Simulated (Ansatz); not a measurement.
A run of Ansatz (development build ahead of 0.2.0) on sextet CBZn at this shape:

```xyz
3

Zn    0.0000    0.0000    0.0000
B     0.0000    3.0323    0.0000
C     0.0000   -2.9146    0.0000
```

Its results:

```json
{"Converged": "yes", "Total energy": "-1841.84589 hartree", "Spin squared of the determinant": "8.773", "Stability test": "minimum"}
```

Problem. Which input gives this output? Name the method, the orbitals and the basis set, and write the input.

Solution. r²SCAN (unrestricted) in pcseg-2.

```yaml
crystal:
  periodic: [false, false, false]
  atoms:
    - { symbol: Zn, position_ang: [0.0, 0.0, 0.0] }
    - { symbol: B, position_ang: [0.0, 3.0323, 0.0] }
    - { symbol: C, position_ang: [0.0, -2.9146, 0.0] }
basis:
  gaussian: { orbitals: pcseg-2 }
magnetization:
  spin_polarized: true
  initial_magnetization: 5
hamiltonian:
  xc: r2scan
```

Caution: other spin multiplicities may lie lower.
